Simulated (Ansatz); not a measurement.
Species: sum formula InO$_{2}$H$_{2}$ (charge 0, doublet). It need not be the lowest isomer of its formula. 
Coordinates optimised at B3LYP-D3(BJ)/def2-TZVP (Ansatz, a program for electronic structure):
SMILES: [In]([OH])[OH]
```xyz
5

In     0.1447     0.0755     0.2603
O      1.0472     0.3625    -1.5304
H      0.4543     0.0725    -2.2372
O     -1.7196    -0.7253     0.0980
H     -2.1680    -0.8705     0.9393
```
Charge 0, spin multiplicity 2.

Basis-set convergence of Hartree-Fock and MP2 correlation energies (hartree) with Ansatz. Valence correlation only, unless marked. Open shells are spin-unrestricted. Spin-orbit coupling is left out. The frozen core is the preceding noble-gas configuration, with the filled d and f shells of earlier blocks. Past Kr the def2 sets carry scalar-relativistic core potentials.

```
basis       functions       E(HF)  E(corr, MP2)
----------  ---------  ----------  ------------
def2-SVP           64  -339.97369      -0.43092
def2-TZVPP        140  (withheld)    (withheld)
```

**Question.** What belongs in the gaps?

**Answer.** 
- def2-TZVPP, E(HF): -340.18315
- def2-TZVPP, E(corr, MP2): -0.55356
